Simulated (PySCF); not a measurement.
Compound: C7H7 (charge +1).
Numbering: `[CH2+:1][c:2]1[cH:3][cH:4][cH:5][cH:6][cH:7]1` (hydrogens: H8, H9 on C1; H10 on C3; H11 on C4; H12 on C5; H13 on C6; H14 on C7)

The same species was optimised twice, with GFN2-xTB and with PBE0-D3(BJ)/def2-SVP (PySCF), and the same property calculations (PySCF, gas phase) were run on both structures.

| coordinate | GFN2-xTB | PBE0-D3(BJ)/def2-SVP | change |
| --- | --- | --- | --- |
| C4–C5 (Å) | 1.401 | 1.408 | +0.007 |
| C5–C6 (Å) | 1.401 | 1.408 | +0.007 |
| C1–C2 (Å) | 1.364 | 1.370 | +0.006 |
| C6–C7 (Å) | 1.369 | 1.375 | +0.006 |
| C3–C4 (Å) | 1.369 | 1.375 | +0.006 |
| C2–C3 (Å) | 1.439 | 1.440 | +0.001 |
| C2–C7 (Å) | 1.439 | 1.440 | +0.001 |
| C3–C2–C7 (°) | 118.4 | 119.5 | +1.1 |
| C4–C5–C6 (°) | 121.3 | 122.3 | +1.0 |
| C3–C4–C5 (°) | 119.9 | 119.2 | -0.7 |
| C5–C6–C7 (°) | 120.0 | 119.3 | -0.7 |
| C1–C2–C3 (°) | 120.8 | 120.2 | -0.6 |
| C1–C2–C7 (°) | 120.8 | 120.3 | -0.5 |
| C2–C7–C6 (°) | 120.2 | 119.8 | -0.4 |
| C2–C3–C4 (°) | 120.2 | 119.8 | -0.4 |

Rotational constants: A = 5437, B = 2790, C = 1844 MHz (GFN2-xTB) against A = 5348, B = 2794, C = 1835 MHz (PBE0-D3(BJ)/def2-SVP). Point groups within 0.08 Å: C2v and C2v.

On the GFN2-xTB structure: lowest singlet, TDDFT (eV) 3.27 [wB97X-D/def2-SVPD]; lowest triplet, Tamm–Dancoff (eV) 2.20 [wB97X-D/def2-SVPD]; isotropic polarisability (au) 77.5 [wB97X-D/def2-SVPD]; HOMO (eV) -14.71 [wB97X-D/def2-SVPD]; LUMO (eV) -7.25 [wB97X-D/def2-SVPD]; HOMO (eV) -12.99 [PBE0/pcSseg-1]; LUMO (eV) -8.99 [PBE0/pcSseg-1]; GIAO shielding of C1 (ppm) -25.1 [PBE0/pcSseg-1]; GIAO shielding of C2 (ppm) 39.0 [PBE0/pcSseg-1]; GIAO shielding of C3/C7 (mean) (ppm) 22.1 [PBE0/pcSseg-1]; GIAO shielding of C4/C6 (mean) (ppm) 45.1 [PBE0/pcSseg-1]; GIAO shielding of C5 (ppm) 9.2 [PBE0/pcSseg-1].

Question: What do these properties become on the PBE0-D3(BJ)/def2-SVP structure?

Answer: 
```json
{"property": "lowest singlet, TDDFT (eV)", "level": "wB97X-D/def2-SVPD", "on GFN2-xTB": "3.27", "on PBE0-D3(BJ)/def2-SVP": "3.28", "change": "+0.01"}
{"property": "lowest triplet, Tamm–Dancoff (eV)", "level": "wB97X-D/def2-SVPD", "on GFN2-xTB": "2.20", "on PBE0-D3(BJ)/def2-SVP": "2.22", "change": "+0.02"}
{"property": "isotropic polarisability (au)", "level": "wB97X-D/def2-SVPD", "on GFN2-xTB": "77.5", "on PBE0-D3(BJ)/def2-SVP": "78.5", "change": "+1.0"}
{"property": "HOMO (eV)", "level": "wB97X-D/def2-SVPD", "on GFN2-xTB": "-14.71", "on PBE0-D3(BJ)/def2-SVP": "-14.69", "change": "+0.02"}
{"property": "LUMO (eV)", "level": "wB97X-D/def2-SVPD", "on GFN2-xTB": "-7.25", "on PBE0-D3(BJ)/def2-SVP": "-7.22", "change": "+0.03"}
{"property": "energy, GFN2-xTB geometry as zero (kcal/mol)", "level": "wB97X-D/def2-SVPD", "on GFN2-xTB": "0.0", "on PBE0-D3(BJ)/def2-SVP": "-0.5", "change": "-0.5"}
{"property": "HOMO (eV)", "level": "PBE0/pcSseg-1", "on GFN2-xTB": "-12.99", "on PBE0-D3(BJ)/def2-SVP": "-12.97", "change": "+0.02"}
{"property": "LUMO (eV)", "level": "PBE0/pcSseg-1", "on GFN2-xTB": "-8.99", "on PBE0-D3(BJ)/def2-SVP": "-8.96", "change": "+0.03"}
{"property": "energy, GFN2-xTB geometry as zero (kcal/mol)", "level": "PBE0/pcSseg-1", "on GFN2-xTB": "0.0", "on PBE0-D3(BJ)/def2-SVP": "-0.2", "change": "-0.2"}
{"property": "GIAO shielding of C1 (ppm)", "level": "PBE0/pcSseg-1", "on GFN2-xTB": "-25.1", "on PBE0-D3(BJ)/def2-SVP": "-28.9", "change": "-3.8"}
{"property": "GIAO shielding of C2 (ppm)", "level": "PBE0/pcSseg-1", "on GFN2-xTB": "39.0", "on PBE0-D3(BJ)/def2-SVP": "37.8", "change": "-1.2"}
{"property": "GIAO shielding of C3/C7 (mean) (ppm)", "level": "PBE0/pcSseg-1", "on GFN2-xTB": "22.1", "on PBE0-D3(BJ)/def2-SVP": "21.2", "change": "-0.9"}
{"property": "GIAO shielding of C4/C6 (mean) (ppm)", "level": "PBE0/pcSseg-1", "on GFN2-xTB": "45.1", "on PBE0-D3(BJ)/def2-SVP": "43.1", "change": "-2.0"}
{"property": "GIAO shielding of C5 (ppm)", "level": "PBE0/pcSseg-1", "on GFN2-xTB": "9.2", "on PBE0-D3(BJ)/def2-SVP": "7.4", "change": "-1.8"}
```

The heavy atoms differ by 0.009 Å rms after alignment. Among bonds between heavy atoms C1–C2, C3–C4, C4–C5, C5–C6 and C6–C7 change most and about equally (+0.006 to +0.007 Å). Changes are differences of the printed values. Neither structure is proved a minimum here. Isolated species at its PBE0-D3(BJ)/def2-SVP geometry, gas phase.

The pairwise dispersion term of wB97X-D wasn't added to the energies; at a given geometry it leaves orbitals and properties as they are.
